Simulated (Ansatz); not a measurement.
Reaction (redistribution): `[SiH3]CS` + `B[CH](F)[GeH3]` → `F[CH]([SiH3])[GeH3]` + `BCS`

Program: Ansatz. Geometries: PBE0-D4/def2-TZVP. ΔE: electronic, gas phase. CBS: MP2 limit from def2 TZ/QZ plus the TZ coupled-cluster correction, frozen cores. Functionals use def2-TZVPP. For Ge outer-core shells are correlated without core-valence functions, which leaves a few kJ/mol of doubt a bond. Scalar relativity is left out up to krypton. Each species was taken in one conformer, which may not be the lowest.

`[SiH3]CS`:

```xyz
9

Si    0.147   -0.598   -0.887
C     0.391    0.680    0.467
S    -0.594    0.284    1.936
H     0.605   -1.927   -0.413
H     0.905   -0.219   -2.112
H    -1.300   -0.669   -1.224
H     1.431    0.658    0.801
H     0.182    1.695    0.122
H    -1.768    0.097    1.310
```

`B[CH](F)[GeH3]`:

Cartesian coordinates in Å:
```
B -0.096 0.151 -1.416
C 0.328 -0.860 -0.384
F -0.424 -2.000 -0.200
Ge -0.090 0.446 1.153
H -1.178 0.110 -1.919
H 0.647 1.070 -1.614
H 1.383 -1.089 -0.220
H -0.599 -0.470 2.270
H 1.201 1.172 1.546
H -1.173 1.470 0.782
```

`F[CH]([SiH3])[GeH3]`:

Cartesian coordinates in Å:
```
F -1.254 -1.055 1.076
C -0.058 -0.582 0.516
Si -0.046 -0.948 -1.339
Ge 0.131 1.337 0.969
H 0.767 -1.119 1.001
H -1.139 -0.197 -2.007
H 1.266 -0.500 -1.878
H -0.219 -2.403 -1.584
H 0.028 1.504 2.492
H -0.981 2.138 0.276
H 1.505 1.824 0.478
```

`BCS`:

Z-matrix (Å, degrees):
```
C
S 1 1.811
B 1 1.548 2 119.2
H 1 1.103 2 109.6 3 -120.2
H 1 1.095 2 108.4 3 126.7
H 2 1.341 1 97.1 3 11.3
H 3 1.198 1 118.3 2 171.7
H 3 1.197 1 122.4 2 -10.8
```

```tsv
level	ΔE (eV)
r2SCAN-D4	0.40
ωB97M-V	0.34
r2SCAN	0.40
PBE0	0.38
HF/def2-QZVPP	0.16
MP2/def2-QZVPP	0.35
HF/CBS(def2)	0.16
CCSD/CBS(def2)	0.29
```

Problem. What does CCSD(T)/CBS give? (Best estimate.)

Solution. Computed: +0.32 eV. The listed levels differ from it by 0.08, 0.02, 0.08, 0.06, -0.16, 0.03, -0.16, -0.03 eV.

Largest T1 diagnostic among the species: 0.012.

From PBE to PBE0 (25 % exact exchange), in def2-TZVPP and without D4, ΔE moves by −0.03 eV. In def2-TZVPP, CCSD(T) changes the Hartree–Fock value by +0.17 eV (the triples alone add +0.03 eV) and MP2 by +0.20 eV.
